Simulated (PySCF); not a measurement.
Dipole polarisabilities along the 5p block, charge +2

Calculated with PySCF 2.14 for the ground configurations, without spin-orbit coupling: coupled response for Hartree-Fock and DFT. Mean α in bohr³, C₆ of like pairs in atomic units.

| species | α UHF | α PBE | α PBE0 | C₆ UHF | C₆ PBE | C₆ PBE0 |
| --- | --- | --- | --- | --- | --- | --- |
| In²⁺ [Kr] 4d10 5s1 (x2c-QZVPPall with one added diffuse shell each of s, p, d, f type, spin-free X2C) | 17.49 | 13.23 | 13.99 | 82.69 | 63.86 | 66.88 |
| Sn²⁺ [Kr] 4d10 5s2 (x2c-QZVPPall with one added diffuse shell each of s, p, d, f type, spin-free X2C) | 17.90 | 14.87 | 15.56 | 103.5 | 83.83 | 88.15 |
| Sb²⁺ [Kr] 4d10 5s2 5p1 (x2c-QZVPPall with one added diffuse shell each of s, p, d, f type, spin-free X2C) | 16.94 | 15.58 | 15.82 | 108.6 | 98.00 | 99.85 |
| Te²⁺ [Kr] 4d10 5s2 5p2 (x2c-QZVPPall with one added diffuse shell each of s, p, d, f type, spin-free X2C) | 15.51 | 14.89 | 14.93 | 105.3 | 100.1 | 100.5 |
| I²⁺ [Kr] 4d10 5s2 5p3 (x2c-QZVPPall with one added diffuse shell each of s, p, d, f type, spin-free X2C) | 13.99 | 13.74 | 13.70 | 98.36 | 96.22 | 95.87 |
| Xe²⁺ [Kr] 4d10 5s2 5p4 (x2c-QZVPPall with one added diffuse shell each of s, p, d, f type, spin-free X2C) | 12.80 | 12.85 | 12.75 | 92.49 | 92.64 | 91.83 |
